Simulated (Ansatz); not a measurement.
Program: Ansatz. Geometries: PBE0-D4/def2-TZVP. ΔE: electronic, gas phase. CBS: MP2 limit from def2 TZ/QZ plus the TZ coupled-cluster correction, frozen cores. This one scheme is used for every species. DFT in def2-TZVPP. B3LYP here is the variant with VWN-RPA as its local correlation; programs differ in this. For Ga outer-core shells are correlated without core-valence functions, which leaves a few kJ/mol of doubt a bond. Scalar relativity is left out up to krypton. Each species was taken in one conformer, which may not be the lowest.

Reaction (substitution at a C–O bond): `COCS` + `[SH][GaH2]` → `C[S][GaH2]` + `OCS`

(1) Is it downhill or uphill in electronic energy at CCSD(T)/CBS, and by how much? (An estimate is asked.)

(2) What do these levels give: r2SCAN-D4, PBE, r2SCAN, B3LYP, MP2/def2-TZVPP, SCS-MP2/def2-TZVPP, CCSD/def2-TZVPP, CCSD(T)/def2-TZVPP, HF/def2-QZVPP, MP2/def2-QZVPP, MP2/CBS(def2), CCSD/CBS(def2)? (Best estimate.)

Largest T1 diagnostic among the species: 0.013.

Answers

(1) Ansatz gave: Downhill: ΔE = -12.4 kJ/mol.

(2) Computed: r2SCAN-D4 -6.3, PBE -9.0, r2SCAN -6.4, B3LYP -5.5, MP2/def2-TZVPP -10.7, SCS-MP2/def2-TZVPP -7.8, CCSD/def2-TZVPP -5.8, CCSD(T)/def2-TZVPP -6.1, HF/def2-QZVPP -1.6, MP2/def2-QZVPP -14.4, MP2/CBS(def2) -16.9, CCSD/CBS(def2) -12.0 kJ/mol.

In def2-TZVPP, CCSD(T) changes the Hartree–Fock value by −5.1 kJ/mol (the triples alone add −0.4 kJ/mol) and MP2 by −9.6 kJ/mol.
